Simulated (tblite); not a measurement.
Compound: C6H13BNPS.
Bonds: C1–P2, P2–B3, B3–C4, C4–N5 (triple), P2–C6, C6–C7, C7–S8, S8–C9, C9–C10, P2–C10. Hydrogens: H11, H12, H13 on C1; H14, H15 on B3; H16, H17 on C6; H18, H19 on C7; H20, H21 on C9; H22, H23 on C10.
Bond orders are those of one Lewis drawing.

Computed with GFN2-xTB (tblite), gas phase: L-BFGS steps from a force-field or distance-geometry start until the largest atomic force falls under 0.01 eV/Å.

At the end of the run (lengths in Å): P2–B3 1.921, P2–C6 1.847, C1–H13 1.090, C7–H19 1.091, C9–H20 1.091, C1–H11 1.089, P2–C10 1.840, P2–B3–C4 98.4°, B3–P2–C6 117.2°, C1–P2–C10 104.3°, C1–P2–C6 104.9°, C1–P2–B3–C4 -59°, C1–P2–C6–C7 62°, P2–C6–C7–S8 63°, H16–C6–P2–C1 -176°, H22–C10–P2–C1 175°.

Problem. These geometries were met on the way; a selection of coordinates is given. Order them by energy above the end point, lowest first.
A. P2–B3 1.905, P2–C6 1.846, C1–H13 1.089, C7–H19 1.090, C9–H20 1.091, C1–H11 1.090, P2–C10 1.843, P2–B3–C4 104.7°, B3–P2–C6 111.8°, C1–P2–C10 105.9°, C1–P2–C6 105.8°, C1–P2–B3–C4 -63°, C1–P2–C6–C7 67°, P2–C6–C7–S8 63°, H16–C6–P2–C1 -171°, H22–C10–P2–C1 171°
B. P2–B3 1.893, P2–C6 1.847, C1–H13 1.092, C7–H19 1.092, C9–H20 1.090, C1–H11 1.091, P2–C10 1.842, P2–B3–C4 106.1°, B3–P2–C6 111.2°, C1–P2–C10 107.3°, C1–P2–C6 107.1°, C1–P2–B3–C4 -63°, C1–P2–C6–C7 68°, P2–C6–C7–S8 64°, H16–C6–P2–C1 -170°, H22–C10–P2–C1 170°
C. P2–B3 1.856, P2–C6 1.869, C1–H13 1.084, C7–H19 1.082, C9–H20 1.086, C1–H11 1.089, P2–C10 1.857, P2–B3–C4 108.1°, B3–P2–C6 111.2°, C1–P2–C10 108.0°, C1–P2–C6 107.3°, C1–P2–B3–C4 -63°, C1–P2–C6–C7 68°, P2–C6–C7–S8 64°, H16–C6–P2–C1 -170°, H22–C10–P2–C1 169°
D. P2–B3 1.919, P2–C6 1.842, C1–H13 1.090, C7–H19 1.090, C9–H20 1.090, C1–H11 1.090, P2–C10 1.841, P2–B3–C4 103.8°, B3–P2–C6 112.3°, C1–P2–C10 105.1°, C1–P2–C6 105.0°, C1–P2–B3–C4 -63°, C1–P2–C6–C7 66°, P2–C6–C7–S8 63°, H16–C6–P2–C1 -172°, H22–C10–P2–C1 172°
E. P2–B3 1.876, P2–C6 1.814, C1–H13 1.119, C7–H19 1.120, C9–H20 1.115, C1–H11 1.112, P2–C10 1.819, P2–B3–C4 110.6°, B3–P2–C6 109.5°, C1–P2–C10 109.6°, C1–P2–C6 109.7°, C1–P2–B3–C4 -63°, C1–P2–C6–C7 71°, P2–C6–C7–S8 66°, H16–C6–P2–C1 -168°, H22–C10–P2–C1 169°

Solution. D (0.027 eV), A (0.047 eV), B (0.078 eV), C (0.151 eV), E (0.356 eV).

| step | E above end (eV) | rms distance from the end, all atoms (Å) | largest force (eV/Å) | rms shift of all bonds from the end (Å) |
| --- | --- | --- | --- | --- |
| 15 | 0.027 | 0.139 | 0.087 | 0.002 |
| 8 | 0.047 | 0.153 | 0.234 | 0.005 |
| 4 | 0.078 | 0.159 | 0.270 | 0.007 |
| 2 | 0.151 | 0.163 | 0.882 | 0.017 |
| 0 | 0.356 | 0.167 | 1.934 | 0.019 |

Rows stand in the order of the answer.
